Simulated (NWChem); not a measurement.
System: InH2OF; SMILES [OH][InH][F]

Excerpt of the output:

```
             Northwest Computational Chemistry Package (NWChem) 7.3.0
             --------------------------------------------------------

 CS  symmetry detected

                             Geometry "geometry" -> ""
                             -------------------------

 Output coordinates in angstroms (scale by  1.889725989 to convert to a.u.)

  No.       Tag          Charge          X              Y              Z
 ---- ---------------- ---------- -------------- -------------- --------------
    1 In                  49.0000    -0.29543351     0.00958761     0.00000000
    2 H                    1.0000    -1.98778506    -0.07706468     0.00000000
    3 F                    9.0000     0.82463164    -1.60510763     0.00000000
    4 O                    8.0000     0.90170208     1.59136535     0.00000000
    5 H                    1.0000     1.82872554     1.32231758     0.00000000

 Effective nuclear repulsion energy (a.u.)     269.7365178052

      Symmetry information
      --------------------

 Group name             Cs
 Group number              2
 Group order               2
 No. of unique centers     5

                                 NWChem DFT Module
                                 -----------------

 Summary of "ao basis" -> "ao basis" (spherical)
 ------------------------------------------------------------------------------
       Tag                 Description            Shells   Functions and Types
 ---------------- ------------------------------  ------  ---------------------
 In                         def2-svp                10       26   4s4p2d
 H                          def2-svp                 3        5   2s1p
 F                          def2-svp                 6       14   3s2p1d
 O                          def2-svp                 6       14   3s2p1d

      Symmetry analysis of basis
      --------------------------

        a'         46
        a"         18

            General Information
            -------------------
          SCF calculation type: DFT
          Wavefunction type:  closed shell.
          No. of atoms     :     5
          No. of electrons :    40
           Alpha electrons :    20
            Beta electrons :    20
          Charge           :     0
          Spin multiplicity:     1
          Use of symmetry is: on ; symmetry adaption is: on
          Maximum number of iterations: 150
          AO basis - number of functions:    64
                     number of shells:    28
          Convergence on energy requested:  1.00D-06
          Convergence on density requested:  1.00D-05
          Convergence on gradient requested:  5.00D-04

              XC Information
              --------------
                      r^2SCAN Method XC Functional
               r^2SCAN metaGGA Exchange Functional  1.000
                     r^2SCAN Correlation Potential  1.000

             Grid Information
             ----------------
          Grid used for XC integration:  xcoarse
          Radial quadrature: Mura-Knowles
          Angular quadrature: Lebedev.
          Tag              B.-S. Rad. Rad. Pts. Rad. Cut. Ang. Pts.
          ---              ---------- --------- --------- ---------
          In                  1.55       84           8.0       194
          H                   0.35       21          10.0       194
          F                   0.50       21           8.0       194
          O                   0.60       21           9.0       194
          Grid pruning is: on
          Number of quadrature shells:   168
          Spatial weights used:  Erf1

      Superposition of Atomic Density Guess
      -------------------------------------

 Sum of atomic energies:        -393.03252515

      Non-variational initial energy
      ------------------------------

 Total energy =    -364.221807
 1-e energy   =    -831.733728
 2-e energy   =     340.066159
 HOMO         =      -0.431087
 LUMO         =      -0.047317

      Symmetry analysis of molecular orbitals - initial
      -------------------------------------------------

  Numbering of irreducible representations:

     1 a'          2 a"

  Orbital symmetries:

     1 a'          2 a'          3 a'          4 a'          5 a'
     6 a"          7 a'          8 a'          9 a'         10 a'
    11 a'         12 a"         13 a"         14 a'         15 a'
    16 a'         17 a"         18 a'         19 a"         20 a'
    21 a'         22 a"         23 a'         24 a'         25 a'
    26 a'         27 a"         28 a'         29 a'         30 a"

     ---------------------------------------------
      Total Density - Mulliken Population Analysis
     ---------------------------------------------

    Atom       Charge   Shell Charges
 -----------   ------   -------------------------------------------------------
    1 In  21    19.58   2.60 -0.60  0.68  0.34  3.24  2.76  0.41  0.10  9.71  0.34
    2 H    1     0.98   0.56  0.41  0.01
    3 F    9     9.79   1.99  1.16  0.81  3.58  2.24  0.00
    4 O    8     8.99   1.99  1.12  0.69  3.11  2.08  0.00
    5 H    1     0.66   0.53  0.07  0.06

   convergence    iter        energy       DeltaE   RMS-Dens  Diis-err
 ---------------- ----- ----------------- --------- --------- ---------
 d= 0,ls=0.0,diis     1   -366.1201288530 -4.94D+02  4.37D-02  1.14D+00
 d= 0,ls=0.0,diis     2   -365.1014763204  1.02D+00  3.20D-02  1.01D+01
 d= 0,ls=0.0,diis     3   -366.2645922716 -1.16D+00  4.93D-03  3.84D-02
 d= 0,ls=0.0,diis     4   -366.2587705002  5.82D-03  2.89D-03  9.80D-02
 d= 0,ls=0.0,diis     5   -366.2689760737 -1.02D-02  4.60D-04  1.39D-03
  Resetting Diis
 d= 0,ls=0.0,diis     6   -366.2691142300 -1.38D-04  1.02D-04  4.91D-05
 d= 0,ls=0.0,diis     7   -366.2691201067 -5.88D-06  4.60D-05  2.01D-06
 d= 0,ls=0.0,diis     8   -366.2691199592  1.48D-07  2.60D-05  3.61D-06
 d= 0,ls=0.0,diis     9   -366.2691203220 -3.63D-07  7.48D-06  4.80D-07

         Total DFT energy =     -366.269120322002
      One electron energy =     -833.995877695125
           Coulomb energy =      376.848040419908
    Exchange-Corr. energy =      -36.567044545590
 Nuclear repulsion energy =      127.445761498806

 Numeric. integr. density =       40.003367068005

                  Occupations of the irreducible representations
                  ----------------------------------------------

                     irrep           alpha         beta
                     --------     --------     --------
                     a'               15.0         15.0
                     a"                5.0          5.0

                       DFT Final Molecular Orbital Analysis
                       ------------------------------------

 Vector   18  Occ=2.000000D+00  E=-3.020042D-01  Symmetry=a'
              MO Center=  6.0D-01, -8.2D-01, -6.6D-16, r^2= 2.7D+00
   Bfn.  Coefficient  Atom+Function         Bfn.  Coefficient  Atom+Function
  ----- ------------  ---------------      ----- ------------  ---------------
    35      0.554492  3 F  px                38     -0.388664  3 F  px
    50      0.228990  4 O  py                21      0.165382  1 In d  2
    53      0.156180  4 O  py                12     -0.147495  1 In py
    28     -0.132095  2 H  s                 48      0.128859  4 O  s
    27     -0.113547  2 H  s                  3     -0.112362  1 In s

 Vector   19  Occ=2.000000D+00  E=-2.789807D-01  Symmetry=a'
              MO Center=  7.3D-01,  4.0D-01, -5.0D-16, r^2= 3.3D+00
   Bfn.  Coefficient  Atom+Function         Bfn.  Coefficient  Atom+Function
  ----- ------------  ---------------      ----- ------------  ---------------
    50      0.469571  4 O  py                53      0.348560  4 O  py
    36     -0.344934  3 F  py                39      0.250135  3 F  py
    35     -0.197863  3 F  px                17      0.147952  1 In d -2
    38      0.148105  3 F  px                12     -0.113115  1 In py
    27      0.106190  2 H  s                 28      0.101661  2 H  s

 Vector   20  Occ=2.000000D+00  E=-2.654278D-01  Symmetry=a"
              MO Center=  8.6D-01,  1.4D+00, -1.3D-16, r^2= 1.2D+00
   Bfn.  Coefficient  Atom+Function         Bfn.  Coefficient  Atom+Function
  ----- ------------  ---------------      ----- ------------  ---------------
    51      0.595193  4 O  pz                54      0.456702  4 O  pz
    37      0.148542  3 F  pz                13      0.115555  1 In pz
    40     -0.113154  3 F  pz                18     -0.100564  1 In d -1
    16      0.068541  1 In pz                20      0.048833  1 In d  1
    23      0.048893  1 In d -1              10     -0.034836  1 In pz

 Vector   21  Occ=0.000000D+00  E=-6.909541D-02  Symmetry=a'
              MO Center= -3.0D-01,  7.7D-02, -4.0D-15, r^2= 3.8D+00
   Bfn.  Coefficient  Atom+Function         Bfn.  Coefficient  Atom+Function
  ----- ------------  ---------------      ----- ------------  ---------------
     4      0.738346  1 In s                  3      0.598076  1 In s
    28     -0.550411  2 H  s                  1     -0.341600  1 In s
    27     -0.294721  2 H  s                 48     -0.272039  4 O  s
    50      0.237954  4 O  py                53      0.213762  4 O  py
    36      0.182862  3 F  py                34     -0.178302  3 F  s

[...]

                         DFT ENERGY GRADIENTS

    atom               coordinates                        gradient
                 x          y          z           x          y          z
   1 In     -0.558288   0.018118   0.000000    0.008492  -0.000781   0.000000
   2 H      -3.756369  -0.145631   0.000000   -0.015573  -0.000967   0.000000
   3 F       1.558328  -3.033214   0.000000    0.002658  -0.004191   0.000000
   4 O       1.703970   3.007244   0.000000    0.010846   0.003424   0.000000
   5 H       3.455790   2.498818   0.000000   -0.006423   0.002515   0.000000
```

Level: r2SCAN/def2-SVP with def2 effective core potentials on In. Coordinates come from a PBE0/def2-SVP optimisation. def2 effective core potentials on In; no spin-orbit coupling.

**Question.** Write an input that gives this output.

**Answer.** Several could match; the one computed here: the input that was run:
```
start job
memory heap 200 mb stack 900 mb global 1100 mb
geometry units angstroms noautoz
  In    -0.295273    -0.021967     0.000000
  H     -1.989494    -0.056283     0.000000
  F      0.774362    -1.670502     0.000000
  O      0.950169     1.522063     0.000000
  H      1.868436     1.224498     0.000000
end
basis spherical
  In library def2-svp
  H library def2-svp
  F library def2-svp
  O library def2-svp
end
ecp
  In library def2-ecp
end
dft
  xc r2scan
  grid xcoarse
  iterations 150
  mulliken
end
task dft gradient
```
